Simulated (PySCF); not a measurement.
C₆ coefficients of unlike pairs at PBE

Calculated with PySCF 2.14 from the dipole response of each species, C₆(A,B) = (3/π) ∫ α_A(iu) α_B(iu) du, in atomic units, from isotropic polarisabilities. For ions this is the dispersion term alone; charge-induced terms of lower order in 1/R come first.

```tsv
species	configuration	basis	relativity	α (bohr³)	C₆ (like pair)
Hg³⁺	[Xe] 4f14 5d9 (2D)	aug-cc-pVTZ-PP with one added diffuse shell each of s, p, d, f, g type with ECP60MDF (7s7p6d4f3g)	core potential	5.781	33.36
Cl	[Ne] 3s2 3p5 (2P)	x2c-TZVPPall with one added diffuse shell each of s, p, d type (6s6p4d1f)	spin-free X2C	15.45	99.20
Ne⁺	[He] 2s2 2p5 (2P)	aug-cc-pVQZ with one added diffuse shell each of s, p, d, f, g type (7s6p5d4f3g)	none	1.407	2.481
Al⁺	[Ne] 3s2 (1S)	aug-cc-pCVTZ-DK (8s7p5d3f)	spin-free X2C	24.02	121.0
```

**Question.** Estimate C₆ for Ne⁺ with Hg³⁺.

**Answer.** The integral gives 9.058. The combination rule 2 C_A C_B / (C_A α_B/α_A + C_B α_A/α_B) gives 9.039 and the geometric mean 9.097.

No spin-orbit coupling is included.

The other pairs:

| pair | C₆ |
| --- | --- |
| Al⁺, Hg³⁺ | 48.61 |
| Al⁺, Cl | 103.4 |
| Cl, Hg³⁺ | 52.56 |
| Ne⁺, Cl | 13.73 |
| Al⁺, Ne⁺ | 12.40 |
